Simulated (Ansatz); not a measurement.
InH2(NH2) (InNH4): single points at one geometry.

```yaml
crystal:
  periodic: [false, false, false]
  atoms:
    - {symbol: In, position_ang: [0.495532, 0.825077, -0.004468]}
    - {symbol: H, position_ang: [2.161875, 0.659454, 0.372604]}
    - {symbol: H, position_ang: [-0.435061, 2.215467, -0.387973]}
    - {symbol: N, position_ang: [-0.545941, -0.908589, 0.005337]}
    - {symbol: H, position_ang: [-1.530630, -0.981076, -0.195246]}
    - {symbol: H, position_ang: [-0.145775, -1.810333, 0.209747]}
basis:
  gaussian: {orbitals: def2-TZVP, initial_orbitals: start.molden}
hamiltonian: {xc: r2scan, dispersion: d4}
scf: {omitted_lower_state_checks: [starts]}
output: {forces: true, orbitals: {seedname: orbitals}}
```

The file start.molden holds the orbitals of an earlier run on this structure, at another level or in another basis.

```sh
$ ansatz run in.yaml --threads 4 --pin off --events-out ev --progress --plain --max-ram 3916MiB
```

Output, abridged:

```
Functional definition: r2SCAN
  name "r2SCAN"
  cite "Furness, Kaplan, Ning, Perdew & Sun, J. Phys. Chem. Lett. 11, 8208 (2020) doi:10.1021/acs.jpclett.0c02405"
  cite "Furness, Kaplan, Ning, Perdew & Sun, J. Phys. Chem. Lett. 11, 9248 (2020) doi:10.1021/acs.jpclett.0c03077"
  parent r2scan
  parameter k0 = 0.174
  parameter k1 = 0.065
  parameter a1 = 4.9479
  exchange = r2scan_x(k0 = k0, k1 = k1, a1 = a1)
  correlation = r2scan_c
these checks for a lower state are left out or cut short: starts
719 factors; their error is unknown
mean field evaluation 1: about -6730.2893 eV, gradient 3.8e0 eV
mean field evaluation 2: about -6730.3121 eV, gradient 2.8e-2 eV
mean field evaluation 4: about -6730.3061 eV, gradient 9.7e-5 eV
mean field -6730.30607424 eV, -247.3341862630 hartree, gradient 1.4e-5 eV, S^2 0.000000; 0 other end points of the search recorded, 0 dependent functions left out
the calculation of the forces begins
reference -6730.30609233 eV, -247.3341869278 hartree; 16, 16 occupied and 89, 89 virtual orbitals, 719 factors
Total energy: -6730.32261940 eV, -247.3347942866 hartree
Atom 0 at     0.495532     0.825077    -0.004468 Å, force    -0.048755    -0.080947     0.000515 eV/Å
Atom 1 at     2.161875     0.659454     0.372604 Å, force    -0.101336    -0.004240    -0.021129 eV/Å
Atom 2 at    -0.435061     2.215467    -0.387973 Å, force     0.043879    -0.091199     0.021580 eV/Å
Atom 3 at    -0.545941    -0.908589     0.005337 Å, force     0.112176     0.187557    -0.001214 eV/Å
Atom 4 at    -1.530630    -0.981076    -0.195246 Å, force     0.000511    -0.007095     0.000894 eV/Å
Atom 5 at    -0.145775    -1.810333     0.209747 Å, force    -0.006475    -0.004077    -0.000646 eV/Å
Dipole moment:    -0.052814    -0.088177    -0.000028 e Å
Checks for a lower state left out: starts
```

Hardware: 4 threads of Arm Neoverse V1 on a shared host. Wall time 1.4 s.

As the first input, with `hamiltonian: {xc: pbe0, dispersion: d4}`, `output: {orbitals: {seedname: orbitals}}` and without the key `scf` (abridged; 0.85 s):

```
Functional definition: PBE0
mean field evaluation 16: about -6727.4220 eV, gradient 3.0e-2 eV
mean field -6727.42202619 eV, -247.2281994522 hartree, gradient 2.2e-5 eV, S^2 0.000000; 1 other end points of the search recorded, 0 dependent functions left out
Total energy: -6727.48391830 eV, -247.2304739453 hartree
```

The first input with `hamiltonian: {xc: lda}`, `output: {orbitals: {seedname: orbitals}}` (abridged; 0.4 s):

```
Functional definition: SPW92
mean field -6707.48642668 eV, -246.4955796831 hartree, gradient 8.9e-5 eV, S^2 0.000000
Total energy: -6707.48647968 eV, -246.4955816307 hartree
Checks for a lower state left out: starts
```

As the first input, with `gaussian: {orbitals: def2-SVP, initial_orbitals: start.molden}`, `hamiltonian: {xc: pbe, dispersion: d4}`, `output: {orbitals: {seedname: orbitals}}` (abridged; 0.35 s):

```
Functional definition: PBE
mean field -6725.07340488 eV, -247.1418892110 hartree, gradient 3.9e-5 eV, S^2 0.000000
Total energy: -6725.14727143 eV, -247.1446037567 hartree
Checks for a lower state left out: starts
```

The first input with `hamiltonian: {xc: pbe}`, `correlation: {method: rpa}` and without the key `output` (abridged; 1.2 s):

```
Functional definition: PBE
mean field -6727.31744669 eV, -247.2243562262 hartree, gradient 1.9e-6 eV, S^2 0.000000
5 core orbitals not correlated: weight in the atoms' cores, before any rotation towards them, 1.000 or more for the frozen orbitals, at most 0.000 for the correlated occupied ones
Total energy: -6713.99035443 eV, -246.7345946193 hartree
Checks for a lower state left out: starts
```

As the first input, with `gaussian: {orbitals: def2-TZVPD, initial_orbitals: start.molden}`, `output: {orbitals: {seedname: orbitals}}` (abridged; 1.5 s):

```
Functional definition: r2SCAN
mean field -6730.34061961 eV, -247.3354557818 hartree, gradient 1.1e-5 eV, S^2 0.000000
Total energy: -6730.35716776 eV, -247.3360639153 hartree
Checks for a lower state left out: starts
```

As the first input, with `hamiltonian: {xc: {name: wB97X-V}}`, `output: {orbitals: {seedname: orbitals}}` (abridged; 2.2 s):

```
Functional definition: wB97X-V
mean field -6728.24460551 eV, -247.2584286846 hartree, gradient 1.6e-5 eV, S^2 0.000000
Total energy: -6728.24460287 eV, -247.2584285875 hartree
Checks for a lower state left out: starts
```

Geometry: B3LYP-D4/def2-TZVP.

In the def2 sets In takes a core potential; there is no spin–orbit coupling. Correlated methods freeze 5 core orbitals; core or outer-core shells of In are correlated, in sets that lack core-valence functions.
